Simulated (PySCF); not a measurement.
## Substituent chemical shifts

Parent skeleton `[CH3:1][NH:2][SiH:3]([NH2:4])[F:5]`; one hydrogen on atom 1 is replaced by X. Hydrogens on one atom are averaged.

Non-relativistic, equivalent nuclei averaged, a single conformation, no solvent. Geometry: GFN2-xTB; shielding tensors at PBE0/pcSseg-1 (GIAO); PySCF 2.14.0 with density-fitted response routines.

δ = σ(ref) − σ, references computed at the same level: TMS for $^{13}$C and $^{29}$Si and $^{1}$H; $^{15}$N vs NH3; $^{19}$F vs CFCl3.

Question: Give δ (ppm) for X = CH2CN, vinyl, CH2SiH3, CHF2, cBu, CH2CF3, iPr, CF=CF2, tBu.

Answer: 
| X | SMILES | C1 | N2 | Si3 | N4 | F5 | H(C1) | H(Si3) |
| --- | --- | --- | --- | --- | --- | --- | --- | --- |
| CH2CN | N#CCCN[Si@H](N)F | 41.4 | 49.4 | -28.3 | 37.0 | -189.5 | 3.33 | 5.09 |
| vinyl | C=CCN[Si@H](N)F | 49.0 | 47.7 | -35.5 | 33.3 | -151.7 | 3.62 | 4.84 |
| CH2SiH3 | N[Si@H](F)NCC[SiH3] | 42.6 | 66.4 | -28.8 | 20.4 | -147.2 | 3.16 | 4.90 |
| CHF2 | N[Si@H](F)NCC(F)F | 48.9 | 26.3 | -32.0 | 35.5 | -156.3 | 3.31 | 4.89 |
| cBu | N[Si@H](F)NCC1CCC1 | 51.3 | 50.5 | -28.5 | 35.1 | -183.6 | 2.74 | 5.15 |
| CH2CF3 | N[Si@H](F)NCCC(F)(F)F | 38.6 | 58.0 | -31.7 | 19.5 | -153.7 | 3.53 | 4.80 |
| iPr | CC(C)CN[Si@@H](N)F | 51.5 | 59.6 | -32.8 | 18.7 | -152.0 | 2.69 | 5.05 |
| CF=CF2 | N[Si@H](F)NCC(F)=C(F)F | 42.0 | 42.9 | -28.3 | 20.8 | -171.4 | 4.10 | 5.32 |
| tBu | CC(C)(C)CN[Si@@H](N)F | 55.0 | 52.7 | -32.6 | 18.9 | -151.4 | 2.66 | 4.99 |

Question: Which position responds most, and to which substituents?

Answer: F5: from -189.5 ppm with CH2CN to -147.2 ppm with CH2SiH3.

Unscaled 19F shifts against computed CFCl3 carry errors that often reach 10 to 50 ppm. Experimental scales use liquid or dissolved standards, which lie at an offset from isolated NH3 (liquid NH3: subtract about 20 ppm). Unscaled 15N shifts of sp2 nitrogen come out 20 to 40 ppm too high even then.
